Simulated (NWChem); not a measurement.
Species: C₃H₁₀Si; SMILES C[SiH](C)C

Results from NWChem. Medium grid unless said otherwise, to which SCAN and Minnesota functionals are sensitive. The geometry was optimised at PBE0/def2-SVP. Hybrids' shares of exact exchange are those that their runs print; pure functionals count as 0. The functionals differ in more than this share.

| row | share of exact exchange | highest occupied level (eV) |
|---|---|---|
| LDA (Slater exchange, VWN5)/def2-TZVPD | 0.00 | -7.32 |
| PBE/def2-TZVPD | 0.00 | -7.23 |
| B3LYP/def2-TZVPD | 0.20 | -8.33 |
| PBE0/def2-TZVPD | 0.25 | -8.54 |
| M06-2X/def2-TZVPD | 0.54 | -9.69 |
| Hartree-Fock/def2-TZVPD | 1.00 | withheld |

Q: Fit a straight line of the last column on the one before it, predict the withheld value, and compare with the run.

A: 
1. Means of the 5 shown rows: x = 0.198, y = -8.222. Slope Σ(x − x̄)(y − ȳ)/Σ(x − x̄)² = -0.8938/0.1981 = -4.512; intercept -7.329.
2. The shown rows scatter about the line by 0.080 (root mean square); the largest residual is +0.10, at PBE/def2-TZVPD.
3. At x = 1.00 (Hartree-Fock/def2-TZVPD; beyond the shown range) the line gives -11.84.
4. The run gives -11.71, +0.13 from the line, 1.6 times the scatter.
